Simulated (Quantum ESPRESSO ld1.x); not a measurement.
Values are calculated unless marked as measured or tabulated.
Ionisation of the titanium ion Ti3+, [Ar] 3d1, to Ti4+, [Ar], under several functionals. Non-relativistic Kohn-Sham, spin-polarised, spherical densities, point nucleus; open shells are filled with parallel spins first; ld1.x of Quantum ESPRESSO 7.5. The NIST Atomic Spectra Database gives 43.267 eV (measured). Rank these functionals by the error of their Delta-SCF ionisation energy: LDA (Slater exchange, VWN5 correlation); LDA (Slater exchange, Perdew-Zunger correlation); LDA (Slater exchange, Perdew-Wang correlation); LDA (Slater exchange, Perdew-Zunger correlation) + SIC; LDA (Slater exchange, Perdew-Wang correlation) + SIC; exchange-only LDA.

Answer. From best to worst: LDA (Slater exchange, Perdew-Zunger correlation) 43.989 eV (+0.722); LDA (Slater exchange, Perdew-Wang correlation) 44.007 eV (+0.740); LDA (Slater exchange, VWN5 correlation) 44.016 eV (+0.748); exchange-only LDA 42.373 eV (-0.894); LDA (Slater exchange, Perdew-Zunger correlation) + SIC 44.826 eV (+1.559); LDA (Slater exchange, Perdew-Wang correlation) + SIC 44.847 eV (+1.580). Open shells are spherical and high-spin; term and fine-structure splittings are not resolved.
